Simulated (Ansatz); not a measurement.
K₃Br₃⁻, relaxed as a doublet with UKS PBE-D4/def2-SVPD in Ansatz, starting from the GFN1-xTB geometry. Force threshold 0.02 eV/Å.

The highest occupied level of the charge -1 doublet lies above zero (up to 0.35 eV). It is a level of α spin, whose loss leaves a singlet; that state wasn't run at this geometry and level. The electron is either unbound and held by the finite basis, or the level is raised by self-interaction error. The relaxation made no stability test and no search for a lower SCF solution. The structure comes from a short search, and lower isomers may exist.

Start:

```xyz
6

K    -1.489    1.448   -1.356
K     0.749   -1.288   -0.578
K     1.129    1.790    1.285
Br   -1.515    0.077    1.508
Br   -1.573   -1.296   -2.553
Br    2.698   -0.730    1.694
```

(1) Estimate the energy that the relaxation releases and the steps that it takes.

(2) Does the start keep its bonding and symmetry?

(3) Predict the relaxed structure.

Answers

(1) 11.4 kcal/mol, in 6 steps; 39 s on 4 threads of Arm Neoverse V2 on a shared host. The force fell under the threshold at step 5, but the optimiser went on. No frequencies were taken in this run, so the end may be a saddle point.

(2) By distances, no bond broke or formed. The bond that changes most is K2–Br4, from 3.37 to 3.23 Å (atoms count from 1). The end is the same structure that another start reached, the lowest one found. Point group Cs at the start, Cs at the end, both within 0.05 Å.

(3) 
```xyz
6

K    -1.9088    1.4514   -1.4678
K     0.3248   -1.7361   -0.0960
K     1.2501    1.8698    1.6889
Br   -1.5393    0.3630    1.4939
Br   -1.1126   -1.2455   -2.8561
Br    2.9857   -0.7026    1.2371
```
Bond lengths (bridged metal pairs left out): 7 × Br–K 3.14 to 3.23 Å.
